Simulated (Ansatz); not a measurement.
The same path of CH$_{5}$NSSi (9 atoms, charge 0, multiplicity 1) was run 3 times with different band settings. The coordinate that changes most is the dihedral N2–C3–S4–H9.

Method: RKS PBE/def2-SVP (Ansatz 0.2.0).

Relaxed end points:

```xyz
9
Properties=species:S:1:pos:R:3
Si -0.112 1.096 -0.824
N 0.145 -0.631 -0.721
C 0.224 -1.487 0.211
S 0.099 -1.317 1.995
H -1.335 1.323 -1.665
H -0.311 1.809 0.501
H 1.086 1.693 -1.502
H 0.400 -2.564 -0.018
H -0.108 0.032 2.006
```

```xyz
9
Properties=species:S:1:pos:R:3
Si -0.699 1.158 -0.822
N -0.604 -0.563 -0.452
C 0.167 -1.192 0.333
S 1.463 -0.475 1.355
H -1.721 1.354 -1.901
H -1.120 1.931 0.403
H 0.631 1.686 -1.301
H 0.092 -2.298 0.454
H 1.880 -1.646 1.914
```

Common settings: spring 5.0 eV/Å²; start path IDPP; force threshold 0.05 eV/Å; iteration limit 60; end points relaxed.

| run | movable images | climbing image | optimiser |
| --- | --- | --- | --- |
| 1 | 5 | yes | quadratic models (default) |
| 2 | 5 | from the first iteration | fire |
| 3 | 2 | no | quadratic models (default) |

**Question.** What does each run give, and how far can it be trusted?

**Answer.** Run 1: converged after 9 iterations, highest image 0.350 eV above the first end. A vibrational analysis at the climbing image gives one clearly imaginary mode, 349i cm⁻¹, and a faint second one (17i cm⁻¹) that may be numerical noise or a soft torsion: probably a first-order saddle point.
Run 2: converged after 36 iterations, highest image 0.350 eV above the first end. Another band between the same ends (5 images) ends at a top of the same energy, where a vibrational analysis finds 1 clearly imaginary mode.
Run 3: converged after 6 iterations, highest image 0.202 eV above the first end. The dihedral N2–C3–S4–H9 jumps by 94° between images 1 and 2, so the path isn't resolved there. No image climbed, so the highest image needn't sit at the top of the path. A band with more images between the same ends climbed to 0.35 eV, so this one has probably stepped over the top. So few images can step over the top or miss a turn of the path.
